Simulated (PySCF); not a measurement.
PySCF input:

```python
from pyscf import gto, scf, dft

mol = gto.M(
    atom='''
    B     0.27170777   -0.54499076    0.28582818
    O     0.88498575    0.13843838   -0.76103193
    H     0.32900649    0.91856016   -1.04963488
    O    -0.94804612   -0.01195205    0.69469437
    H    -1.18306239    0.79450303    0.15119445
    ''',
    basis='def2-tzvpd',
    charge=-1,
    spin=0,
    verbose=4,
)

mf = dft.RKS(mol, xc='pw6b95').density_fit(auxbasis='def2-universal-jkfit')
mf.grids.level = 3
mf.conv_tol = 1e-9
mf.max_cycle = 100
mf.max_memory = 1500
mf.kernel()
if not mf.converged:
    mf = mf.newton()
    mf.kernel(mf.make_rdm1())
mf.analyze()
```

Task: Predict the final energy.

Result: -176.82100 Eh (PW6B95/def2-TZVPD).
